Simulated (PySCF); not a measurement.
Isomers of C5H9FOSi, mass 132.041 u with the commonest isotopes. Theory: B3LYP/def2-SVPD in PySCF (dipole) on a GFN2-xTB geometry, gas phase. One conformer each, none proved a minimum here; rigid rotors.

Problem. Order these by rotational constant B, largest first.
A. `[O:1]=[C:2]([F:3])[C@H:4]1[CH2:5][C@H:6]([SiH3:7])[CH2:8]1` with O1–C2–C4–C5 -9°, C2–C4–C5–C6 127°, C4–C5–C6–Si7 106°, C5–C6–C8–C4 11°, C2–C4–C8–C6 -130°
B. `[CH2:1]=[CH:2][C@@H:3]1[CH2:4][CH2:5][O:6][Si@H:7]1[F:8]` with C1–C2–C3–C4 -132°, C2–C3–C4–C5 -159°, C3–C4–C5–O6 37°, C4–C5–O6–Si7 -19°, C5–O6–Si7–F8 -118°
C. `[CH2:1]=[CH:2][C:3](=[O:4])[Si@H:5]([F:6])[CH2:7][CH3:8]` with C1–C2–C3–O4 -1°, C2–C3–Si5–F6 -7°, C3–Si5–C7–C8 -61°

Solution. B (1444 MHz), C (1152 MHz), A (807.1 MHz).

Problem. Order these by rotational constant C, largest first.
A. `[CH2:1]=[CH:2][C@@H:3]1[CH2:4][CH2:5][O:6][Si@H:7]1[F:8]` with C1–C2–C3–C4 -132°, C2–C3–C4–C5 -159°, C3–C4–C5–O6 37°, C4–C5–O6–Si7 -19°, C5–O6–Si7–F8 -118°
B. `[CH2:1]=[CH:2][C:3](=[O:4])[Si@H:5]([F:6])[CH2:7][CH3:8]` with C1–C2–C3–O4 -1°, C2–C3–Si5–F6 -7°, C3–Si5–C7–C8 -61°
C. `[O:1]=[C:2]([F:3])[C@H:4]1[CH2:5][C@H:6]([SiH3:7])[CH2:8]1` with O1–C2–C4–C5 -9°, C2–C4–C5–C6 127°, C4–C5–C6–Si7 106°, C5–C6–C8–C4 11°, C2–C4–C8–C6 -130°

Solution. A (990.2 MHz), B (842.0 MHz), C (752.6 MHz).

Problem. Order these by dipole moment, largest first.
A. `[CH2:1]=[CH:2][C:3](=[O:4])[Si@H:5]([F:6])[CH2:7][CH3:8]` with C1–C2–C3–O4 -1°, C2–C3–Si5–F6 -7°, C3–Si5–C7–C8 -61°
B. `[CH2:1]=[CH:2][C@@H:3]1[CH2:4][CH2:5][O:6][Si@H:7]1[F:8]` with C1–C2–C3–C4 -132°, C2–C3–C4–C5 -159°, C3–C4–C5–O6 37°, C4–C5–O6–Si7 -19°, C5–O6–Si7–F8 -118°
C. `[O:1]=[C:2]([F:3])[C@H:4]1[CH2:5][C@H:6]([SiH3:7])[CH2:8]1` with O1–C2–C4–C5 -9°, C2–C4–C5–C6 127°, C4–C5–C6–Si7 106°, C5–C6–C8–C4 11°, C2–C4–C8–C6 -130°

Solution. C (2.95 D), B (2.51 D), A (0.76 D).

```tsv
SMILES	point group	Ia (u·Å²)	Ib (u·Å²)	Ic (u·Å²)	κ	μa (D)	μb (D)	μc (D)
O=C(F)[C@H]1C[C@H]([SiH3])C1	C1	108.70	626.20	671.53	-0.97	2.90	0.49	0.24
C=C[C@@H]1CCO[Si@H]1F	C1	213.98	350.02	510.38	-0.34	1.37	2.08	0.32
C=CC(=O)[Si@H](F)CC	C1	213.22	438.76	600.23	-0.59	0.12	0.47	0.59
```
